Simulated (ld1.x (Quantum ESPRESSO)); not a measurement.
**What one change does to a pseudopotential (antimony, TM)**

antimony (Sb), norm-conserving Troullier–Martins (Kleinman–Bylander form), made with ld1.x (Quantum ESPRESSO) 7.5 (PBE, scalar-relativistic). Core [Kr], reference 4d10 5s2 5p2 (charge +1). Waves: 5s (bound): rc 1.55 bohr; 5p (bound): rc 1.65 bohr; 4d (bound): rc 1.45 bohr. Local part: the d channel. Core correction: Bessel-smoothed model core, default radius (core density twice the valence density).

All-electron outer shells of the reference configuration (PBE, scalar-relativistic, ld1.x):

```tsv
shell	level (eV)	outermost node (bohr)	outermost maximum (bohr)
4p	-110.31	0.39	0.76
4d	-42.01	0.38	0.84
5s	-20.64	0.95	1.88
5p	-11.99	1.04	2.24
```

Change: wave 5p (bound): rc 1.65 bohr becomes 5p (bound): rc 2.42 bohr.

Cutoffs: the cutoffs (Ry, on a coarse ladder) from which the occupation-weighted sum of valence levels, in a spherical-Bessel basis at the reference potential, stays within 10 and 1 mRy of its value at 400 Ry; they do not see the model core or the augmentation charge, which bear on the density cutoff. Errors are all-electron minus pseudo energies relative to the spin-unpolarised reference configuration.

Q: What does the change do?

A: The potential gets neither clearly harder nor softer (90 Ry and 160 Ry → 90 Ry and 160 Ry); both files keep a bound ghost (p, s); of the 7 tests that both files solve, the error grows in 6 and shrinks in 0 by more than 15 % and 0.3 meV (median size 4.2 → 3.8 meV). More of the atom is replaced by a form fitted at one configuration, so other configurations suffer.

| quantity | base | changed |
| --- | --- | --- |
| cutoff, loose | 90 Ry | 90 Ry |
| cutoff, tight | 160 Ry | 160 Ry |
| loose cutoff by channel (10 mRy a level) | s 30 Ry, p 40 Ry, d 80 Ry | s 30 Ry, p 25 Ry, d 80 Ry |
| bound ghosts | s, p | s, p |
| error for 4d10 5s2 5p3, meV [ΔE -8.32 eV] | +0.5 | +2.5 |
| error for 4d10 5s2 5p1, meV [ΔE 15.97 eV] | -4.2 | -3.8 |
| error for 4d10 5s2 5p0, meV [ΔE 40.38 eV] | -4.9 | -12 |
| error for 4d10 5s1 5p0, meV [ΔE 84.67 eV] | -19 | -23 |
| error for 4d10 5s0 5p5, meV [ΔE 8.11 eV] | -5.6 | -16 |
| error for 4d10 5s2 5p2.5, meV [ΔE -5.05 eV] | +0.9 | +1.4 |
| error for 4d10 5s1 5p3, meV [ΔE 8.73 eV] | -2.8 | -3.6 |

 A true bound ghost makes a file unfit for plane-wave use even where its test errors are small: the radial tests pick states by their node count and pass the ghost by.
